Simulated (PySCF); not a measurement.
Two species compared at the same levels of theory.

First species: CH3CH2CH2CHF2, C4H8F2.
Bonds: C1–C2, C2–C3, C3–C4, C4–F5, C4–F6. Hydrogens: H7, H8, H9 on C1; H10, H11 on C2; H12, H13 on C3; H14 on C4.

Second species: C5H9FOSi2.
Geometry (GFN2-xTB, Å), atoms numbered from 1 in this order:
```
atom  x, y, z in Å
C1     3.6617   -0.0194   -0.1608
Si2    1.9064    0.7075   -0.2228
Si3    0.3667   -0.9652   -0.6312
F4     0.3975   -1.4172   -2.1925
C5    -1.3779   -0.3380   -0.3778
C6    -2.6015   -0.7069   -0.8689
C7    -3.5522    0.1689   -0.3006
C8    -2.8444    1.0125    0.5002
O9    -1.5385    0.7174    0.4631
H10    3.9468   -0.4483   -1.1175
H11    3.7407   -0.8049    0.5861
H12    4.3945    0.7423    0.0884
H13    1.6336    1.3526    1.0702
H14    1.8939    1.7740   -1.2382
H15    0.5100   -2.2682    0.0265
H16   -2.7882   -1.5046   -1.5582
H17   -4.6106    0.1708   -0.4638
H18   -3.1471    1.8330    1.1214
```

Levels: PBE0/pcSseg-1 for dipole moment, HOMO energy, LUMO energy and HOMO–LUMO gap; GFN2-xTB for rotational constant A and rotational constant C. Geometries: GFN2-xTB. Each species is one conformer at its optimised geometry, gas phase, non-relativistic unless stated. Electronic properties by PySCF.

The conformers computed, where there is a choice (atom-mapped SMILES and torsion angles):
- `[CH3:1][CH2:2][CH2:3][CH:4]([F:5])[F:6]`: C1–C2–C3–C4 180°, C2–C3–C4–F5 64°
- `[CH3:1][SiH2:2][Si@H:3]([F:4])[c:5]1[cH:6][cH:7][cH:8][o:9]1`: C1–Si2–Si3–F4 -76°, Si2–Si3–C5–C6 155°

```tsv
property	column X	column Y
dipole moment	1.42 D	2.33 D
HOMO energy	-6.82 eV	-9.26 eV
LUMO energy	-0.77 eV	1.43 eV
HOMO–LUMO gap	6.05 eV	10.69 eV
rotational constant A	2.355 GHz	7.933 GHz
rotational constant C	0.535 GHz	1.523 GHz
```

Which column belongs to which species?

Column X is the second species and column Y the first. The first has 14 atoms and 50 electrons, the second 18 and 84.

How does each property change from the first species to the second?

dipole moment -0.91 D; HOMO energy +2.44 eV; LUMO energy -2.20 eV; HOMO–LUMO gap -4.64 eV; rotational constant A -5.578 GHz; rotational constant C -0.988 GHz.

On the first: A dipole of 2.33 D is allowed in C1, and pure rotational transitions are dipole-allowed. In atomic units the dipole is 0.92 e·bohr (1 au = 2.5417 D).

On the second: The dipole matches unit charges of opposite sign 0.30 Å apart (1 e·Å = 4.8032 D).
